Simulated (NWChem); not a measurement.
System: AlAsH3F; SMILES [F][AlH][AsH2]

The following NWChem deck was run.

```
start job
memory heap 200 mb stack 900 mb global 1100 mb
geometry units angstroms noautoz
  Al    -0.468543    -1.275981     0.021639
  As     0.270681     1.008118     0.328463
  H      0.056627     1.278486    -1.158943
  H      1.719323     0.575850     0.124911
  F      0.349487    -2.469128     0.855159
  H     -1.710503    -1.747812    -0.838451
end
basis spherical
  * library 6-31g*
end
dft
  xc r2scan0
  iterations 150
  mulliken
end
task dft energy
```

Output (shortened):

```
             Northwest Computational Chemistry Package (NWChem) 7.3.0
             --------------------------------------------------------

 C1  symmetry detected

                             Geometry "geometry" -> ""
                             -------------------------

 Output coordinates in angstroms (scale by  1.889725989 to convert to a.u.)

  No.       Tag          Charge          X              Y              Z
 ---- ---------------- ---------- -------------- -------------- --------------
    1 Al                  13.0000    -0.55785897     1.21972565    -0.01395866
    2 As                  33.0000     0.09883352    -1.10951102    -0.04731818
    3 H                    1.0000    -1.01377143    -1.43867046     0.94518314
    4 H                    1.0000     1.11790373    -0.84706299     1.05697780
    5 F                    9.0000     0.65849615     2.36338136    -0.02172310
    6 H                    1.0000    -2.03993705     1.77273133    -0.06369041

 Effective nuclear repulsion energy (a.u.)     217.2055047158

                                 NWChem DFT Module
                                 -----------------

 Summary of "ao basis" -> "ao basis" (spherical)
 ------------------------------------------------------------------------------
       Tag                 Description            Shells   Functions and Types
 ---------------- ------------------------------  ------  ---------------------
 Al                          6-31g*                  8       18   4s3p1d
 As                          6-31g*                 12       32   5s4p3d
 H                           6-31g*                  2        2   2s
 F                           6-31g*                  6       14   3s2p1d

            General Information
            -------------------
          SCF calculation type: DFT
          Wavefunction type:  closed shell.
          No. of atoms     :     6
          No. of electrons :    58
           Alpha electrons :    29
            Beta electrons :    29
          Charge           :     0
          Spin multiplicity:     1
          Use of symmetry is: off; symmetry adaption is: off
          Maximum number of iterations: 150
          AO basis - number of functions:    70
                     number of shells:    32
          Convergence on energy requested:  1.00D-06
          Convergence on density requested:  1.00D-05
          Convergence on gradient requested:  5.00D-04

              XC Information
              --------------
                     r^2SCAN0 Method XC Functional
                     Hartree-Fock (Exact) Exchange  0.250
               r^2SCAN metaGGA Exchange Functional  0.750
                     r^2SCAN Correlation Potential  1.000

             Grid Information
             ----------------
          Grid used for XC integration:  medium
          Radial quadrature: Mura-Knowles
          Angular quadrature: Lebedev.
          Tag              B.-S. Rad. Rad. Pts. Rad. Cut. Ang. Pts.
          ---              ---------- --------- --------- ---------
          Al                  1.25       88          10.0       590
          As                  1.15      112          10.0       590
          H                   0.35       45          11.0       434
          F                   0.50       49          11.0       434
          Grid pruning is: on
          Number of quadrature shells:   384
          Spatial weights used:  Erf1

      Superposition of Atomic Density Guess
      -------------------------------------

 Sum of atomic energies:       -2576.57112802

      Non-variational initial energy
      ------------------------------

 Total energy =   -2576.950024
 1-e energy   =   -4023.590713
 2-e energy   =    1229.435184
 HOMO         =      -0.278820
 LUMO         =       0.010259

     ---------------------------------------------
      Total Density - Mulliken Population Analysis
     ---------------------------------------------

    Atom       Charge   Shell Charges
 -----------   ------   -------------------------------------------------------
    1 Al  13    11.96   2.00  2.00  5.97  0.80  0.66  0.27  0.14  0.11
    2 As  33    33.39   2.00  2.00  6.00  2.00  5.99  1.42  2.51  0.37  1.03  6.91  2.95  0.21
    3 H    1     0.89   0.41  0.48
    4 H    1     0.89   0.41  0.48
    5 F    9     9.74   2.00  0.96  3.53  1.02  2.23  0.01
    6 H    1     1.13   0.46  0.67

   convergence    iter        energy       DeltaE   RMS-Dens  Diis-err
 ---------------- ----- ----------------- --------- --------- ---------
 d= 0,ls=0.0,diis     1  -2579.5343071379 -2.80D+03  1.62D-02  5.35D-01
 d= 0,ls=0.0,diis     2  -2579.4940394019  4.03D-02  8.44D-03  1.22D+00
 d= 0,ls=0.0,diis     3  -2579.6001615020 -1.06D-01  8.59D-04  5.43D-03
 d= 0,ls=0.0,diis     4  -2579.6005929404 -4.31D-04  3.13D-04  6.80D-04
 d= 0,ls=0.0,diis     5  -2579.6006723633 -7.94D-05  1.04D-04  3.91D-05
  Resetting Diis
 d= 0,ls=0.0,diis     6  -2579.6006771969 -4.83D-06  1.84D-05  2.20D-06
 d= 0,ls=0.0,diis     7  -2579.6006774024 -2.05D-07  9.24D-06  1.03D-07

         Total DFT energy =    -2579.600677402380
      One electron energy =    -4026.468569433122
           Coulomb energy =     1342.928337863695
    Exchange-Corr. energy =     -113.265950548753
 Nuclear repulsion energy =      217.205504715799

 Numeric. integr. density =       58.000024447014

                       DFT Final Molecular Orbital Analysis
                       ------------------------------------

 Vector   27  Occ=2.000000D+00  E=-3.829342D-01
              MO Center= -9.3D-01,  8.2D-01,  7.7D-02, r^2= 3.9D+00
   Bfn.  Coefficient  Atom+Function         Bfn.  Coefficient  Atom+Function
  ----- ------------  ---------------      ----- ------------  ---------------
     6      0.267874  1 Al s                 70      0.244262  6 H  s
    57      0.224723  5 F  px                30      0.218046  2 As py
    69      0.214509  6 H  s                  7     -0.207283  1 Al px
    52     -0.166316  3 H  s                 29      0.153011  2 As px
    51     -0.149869  3 H  s                 61      0.149012  5 F  px

 Vector   28  Occ=2.000000D+00  E=-3.339202D-01
              MO Center= -1.9D-01, -4.5D-01, -2.2D-02, r^2= 3.5D+00
   Bfn.  Coefficient  Atom+Function         Bfn.  Coefficient  Atom+Function
  ----- ------------  ---------------      ----- ------------  ---------------
    31      0.462809  2 As pz                28      0.307139  2 As s
    27     -0.199009  2 As pz                32     -0.195979  2 As s
    54      0.176077  4 H  s                 70      0.167099  6 H  s
    52      0.165565  3 H  s                 35      0.161749  2 As pz
    53      0.153338  4 H  s                 30     -0.145893  2 As py

 Vector   29  Occ=2.000000D+00  E=-2.779727D-01
              MO Center= -1.4D-01, -5.9D-01, -6.2D-02, r^2= 3.6D+00
   Bfn.  Coefficient  Atom+Function         Bfn.  Coefficient  Atom+Function
  ----- ------------  ---------------      ----- ------------  ---------------
    30      0.493004  2 As py                28      0.261006  2 As s
     8     -0.224898  1 Al py                31      0.219401  2 As pz
    34      0.218349  2 As py                26     -0.206375  2 As py
    70     -0.197888  6 H  s                 29     -0.151147  2 As px
     6      0.136562  1 Al s                 69     -0.129500  6 H  s

 Vector   30  Occ=0.000000D+00  E=-3.663659D-02
              MO Center= -5.5D-01,  1.1D+00,  1.5D-01, r^2= 4.2D+00
   Bfn.  Coefficient  Atom+Function         Bfn.  Coefficient  Atom+Function
  ----- ------------  ---------------      ----- ------------  ---------------
    13      0.580708  1 Al pz                 9      0.533898  1 Al pz
    54     -0.211551  4 H  s                  5     -0.182476  1 Al pz
    59     -0.167034  5 F  pz                63     -0.167453  5 F  pz
    32      0.123690  2 As s                 52     -0.123920  3 H  s
    10      0.096080  1 Al s                 28     -0.091141  2 As s

 Vector   31  Occ=0.000000D+00  E= 8.263450D-03
              MO Center= -2.3D-01,  5.0D-01, -1.9D-01, r^2= 5.5D+00
   Bfn.  Coefficient  Atom+Function         Bfn.  Coefficient  Atom+Function
  ----- ------------  ---------------      ----- ------------  ---------------
    10      1.393274  1 Al s                 32     -0.669882  2 As s
    34     -0.639580  2 As py                70     -0.493396  6 H  s
    12     -0.419290  1 Al py                28      0.361323  2 As s
     6      0.302074  1 Al s                 30     -0.302126  2 As py
    11      0.264787  1 Al px                60     -0.235441  5 F  s

 Vector   32  Occ=0.000000D+00  E= 1.706553D-02
              MO Center= -2.0D-01, -4.8D-01, -3.7D-02, r^2= 4.7D+00
   Bfn.  Coefficient  Atom+Function         Bfn.  Coefficient  Atom+Function
  ----- ------------  ---------------      ----- ------------  ---------------
    54      0.734194  4 H  s                 52     -0.662035  3 H  s
    33     -0.622646  2 As px                12     -0.437958  1 Al py
    34     -0.391314  2 As py                29     -0.359833  2 As px
    32     -0.335221  2 As s                 10      0.287792  1 Al s
    70     -0.182274  6 H  s                  7     -0.164390  1 Al px

     ---------------------------------------------
      Total Density - Mulliken Population Analysis
     ---------------------------------------------

    Atom       Charge   Shell Charges
 -----------   ------   -------------------------------------------------------
    1 Al  13    12.20   2.00  2.00  5.97  0.78  0.99  0.15  0.12  0.18
    2 As  33    33.31   2.00  2.00  6.00  2.00  5.99  1.46  2.63  0.34  0.80  6.90  2.93  0.27
    3 H    1     0.95   0.46  0.48
    4 H    1     0.94   0.46  0.47
    5 F    9     9.49   2.00  0.92  3.29  1.05  2.22  0.01
    6 H    1     1.11   0.48  0.64

     -------------------------------------------
      Total Density - Lowdin Population Analysis
     -------------------------------------------

[...]
```

Level: r2SCAN0/6-31G* (spherical d). All runs use the structure optimised with PBE0/def2-SVP.
